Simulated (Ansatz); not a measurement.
A nudged elastic band was laid between two geometries of Cl2H2Sn + H4OSi (11 atoms, charge 0, multiplicity 1).

Computed with Ansatz, RKS PBE0-D4/def2-SVP.

```json
{"movable images": "7", "climbing image": "yes", "spring": "5.0 eV/Å²", "optimiser": "quadratic models (default)", "start path": "through a guess of the saddle point", "force threshold": "0.05 eV/Å", "iteration limit": "60", "end points": "relaxed"}
```

First end point:

```xyz
11
Properties=species:S:1:pos:R:3
Sn -0.152 -0.307 -0.066
H -0.344 -0.888 1.516
Cl 2.086 -0.325 -0.799
Cl -1.106 1.845 -0.369
H -0.946 -1.206 -1.287
O 1.089 1.465 1.682
Si 2.729 1.745 1.937
H 3.319 0.427 2.281
H 3.392 2.337 0.739
H 2.898 2.688 3.085
H 0.552 2.215 1.392
```

Last end point:

```xyz
11
Properties=species:S:1:pos:R:3
Sn 0.602 0.237 -0.482
H -1.357 0.379 2.909
Cl 2.354 -0.595 -1.780
Cl -0.137 2.195 -1.508
H -0.642 -0.890 -0.250
O 1.379 0.744 1.240
Si 2.697 1.653 1.713
H 3.926 0.808 1.766
H 2.927 2.782 0.759
H 2.408 2.195 3.071
H -0.640 0.489 2.674
```

(1) Which bonds break or form, and what moves?

(2) What energy profile does the band end with?

(3) What is the geometry of the highest image?

(4) What are the harmonic wavenumbers there?

The band took 24 iterations and about 22 core-minutes.

Answers

(1) Bonds broken: Sn1–H2, O6–H11. Bonds formed: Sn1–O6, H2–H11. Cl2H2Sn + H4OSi becomes Cl2H4OSiSn + H2.

(2) The run converged. The highest image is number 4 of 0 to 8, 141.1 kJ/mol above the first end and 114.6 kJ/mol above the last; the last end lies 26.5 kJ/mol above the first. A vibrational analysis at the climbing image gives one clearly imaginary mode, 1349i cm⁻¹: a first-order saddle point. The orbitals stay closed-shell, which can raise the energy where a bond breaks towards radicals; this wasn't checked here.

```tsv
image	path coordinate (Å)	energy (kJ/mol)	Sn1–H2 (Å)	O6–H11 (Å)	Sn1–O6 (Å)
0	0.00	0.0	1.70	0.97	2.78
1	1.19	8.9	1.70	0.96	2.89
2	2.37	22.3	1.70	0.96	2.94
3	3.56	41.8	1.72	0.96	2.52
4	4.74	141.1	2.03	1.21	2.12
5	5.59	48.4	2.61	1.89	1.97
6	6.43	27.8	3.28	2.43	1.96
7	7.28	26.8	3.66	2.52	1.96
8	8.13	26.5	3.92	2.49	1.96
```

(3) 
```xyz
11
Properties=species:S:1:pos:R:3:forces:R:3
Sn 0.112 0.219 -0.095 0.00 0.01 -0.01
H -0.889 0.673 1.613 0.00 0.00 0.00
Cl 2.112 0.174 -1.368 0.00 -0.01 0.00
Cl -1.115 1.822 -1.273 -0.01 0.00 0.00
H -0.438 -1.392 -0.122 0.00 0.00 0.00
O 1.231 0.940 1.553 -0.01 0.00 0.02
Si 2.790 1.531 1.884 0.01 0.00 -0.01
H 3.774 0.418 1.799 0.00 0.00 0.00
H 3.135 2.616 0.927 0.00 0.00 0.00
H 2.734 2.066 3.274 0.00 0.00 0.00
H 0.073 0.928 1.919 0.01 0.00 -0.01
```

(4) 1349i, 34, 75, 87, 113, 131, 222, 331, 357, 382, 405, 519, 663, 709, 734, 826, 929, 945, 949, 987, 1180, 1661, 1811, 1965, 2258, 2268, 2275 cm⁻¹.

The run took 5.9 min on 4 threads of Arm Neoverse V2 (shared host), peak memory 0.37 GiB.
